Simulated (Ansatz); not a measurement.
Basis-set extrapolation for `OC1[SiH2]CB1F` (PBE0-D4/def2-TZVP geometry, frozen core, Ansatz). Multiplicity 1, RHF reference.

|  | def2-TZVPP | def2-QZVPP |
| --- | --- | --- |
| HF | -567.307124 | -567.328719 |
| MP2 correlation | -1.039338 | -1.119744 |
| CCSD(T) correlation | -1.120156 | not run |

Energies in hartree. Use E(X) = E(∞) + A·exp(−7.88·√X) for Hartree–Fock and E(X) = E(∞) + B·X^(−2.97) for correlation, with X = 3 and 4, and add CCSD(T) minus MP2 of the smaller set to the MP2 limit.

What is the CCSD(T) energy at the basis-set limit?

HF limit: -567.328719 + (-0.021595) × 0.13774 = -567.33169. MP2 limit: -1.119744 + (-0.080406) × 0.74074 = -1.17930. Higher-order term: -1.120156 − (-1.039338) = -0.08082. Total: -568.59181 hartree, 4.48 eV below CCSD(T)/def2-TZVPP.
